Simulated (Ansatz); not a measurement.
`N[SiH](O)C=S` → `OC=S` + `N[SiH]`  (silylene formation by 1,1-elimination)

Isolated molecules relaxed with PBE0-D4/def2-TZVP in Ansatz; ΔE leaves out vibrations. CCSD(T)/CBS is the MP2 limit (def2-TZVPP, def2-QZVPP) plus CCSD(T) − MP2 in def2-TZVPP, frozen cores. This one scheme is used for every species. DFT in def2-TZVPP. One conformer a species, not always the lowest.

`N[SiH](O)C=S`:

```xyz
10

N    -0.455   -1.355   -0.604
Si    0.340   -0.151    0.303
O    -0.280   -0.027    1.820
C     0.160    1.607   -0.346
S     0.069    1.928   -1.924
H    -1.415   -1.231   -0.888
H     0.065   -1.846   -1.313
H     1.780   -0.519    0.287
H    -0.404   -0.847    2.301
H     0.139    2.439    0.364
```

`OC=S`:

Cartesian coordinates in Å:
```
O -0.771 -0.573 -0.301
C 0.145 0.274 0.164
S -0.203 1.578 1.032
H -0.344 -1.284 -0.795
H 1.172 0.004 -0.099
```

`N[SiH]`:

```xyz
5

N     0.304   -0.350   -0.321
Si    0.257    0.757    0.978
H    -0.477   -0.629   -0.895
H     1.159   -0.806   -0.598
H    -1.244    1.028    0.836
```

```json
{"species": "`N[SiH](O)C=S`", "PBE-QIDH energy (Eh)": "-858.28402"}
{"species": "`OC=S`", "PBE-QIDH energy (Eh)": "-512.39342"}
{"species": "`N[SiH]`", "PBE-QIDH energy (Eh)": "-345.77707"}
```

Work out ΔE.

ΔE = (-512.39342) + (-345.77707) − (-858.28402) = 0.11353 Eh = +3.09 eV. CCSD(T)/CBS gives +3.08 eV.

Largest T1 diagnostic among the species: 0.018.

From PBE to PBE0 (25 % exact exchange), in def2-TZVPP and without D4, ΔE moves by +0.26 eV. Leaving LDA and LC-ωPBE aside and taking each functional with its dispersion term where it has one, the values, not all of them listed here, spread over 0.48 eV, from BLYP-D4 to BHLYP-D4. LDA lies +0.29 eV from PBE without D4.
